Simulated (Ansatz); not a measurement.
`B[Se][SiH2]F` and `F[SiH2][SeH]` differ in one atom or group.

Ansatz, PBE0-D4/def2-TZVP geometries, multiplicity 1. Each molecule was computed in one conformer, which needn't be the lowest.

Scalar relativity is left out up to krypton.

| property | `B[Se][SiH2]F` |
| --- | --- |
| size of the dipole moment (PBE/def2-TZVPP) / D | 1.05 |
| LUMO energy (PBE0/def2-TZVPP) / eV | -1.81 |
| size of the dipole moment (B3LYP/def2-TZVPP) / D | 1.12 |
| HOMO energy (B3LYP/def2-TZVPP) / eV | -7.91 |
| HOMO energy (PBE0/def2-TZVPP) / eV | -8.17 |
| HOMO–LUMO gap (PBE0/def2-TZVPP) / eV | 6.36 |

(1) What does the change do to each property? (Estimate.)

## Answers

(1) Computed: 
```tsv
property	`F[SiH2][SeH]`	shift
size of the dipole moment (PBE/def2-TZVPP) / D	1.05	0.00
LUMO energy (PBE0/def2-TZVPP) / eV	-0.21	1.60
size of the dipole moment (B3LYP/def2-TZVPP) / D	1.13	0.01
HOMO energy (B3LYP/def2-TZVPP) / eV	-7.29	0.62
HOMO energy (PBE0/def2-TZVPP) / eV	-7.54	0.63
HOMO–LUMO gap (PBE0/def2-TZVPP) / eV	7.33	0.97
```

With PBE0 the HOMO rises by 0.63 eV and the LUMO rises by 1.60 eV, so the gap widens by about 0.97 eV. PBE moves the HOMO by 0.74 eV and ωB97M-V by 0.56 eV. Dipoles are sizes alone; their direction can turn.

B3LYP here is the variant with VWN-RPA as its local correlation; programs differ in this.

Spin–orbit coupling is left out; it splits and shifts lone-pair levels of the heavy atoms by tenths of an eV.
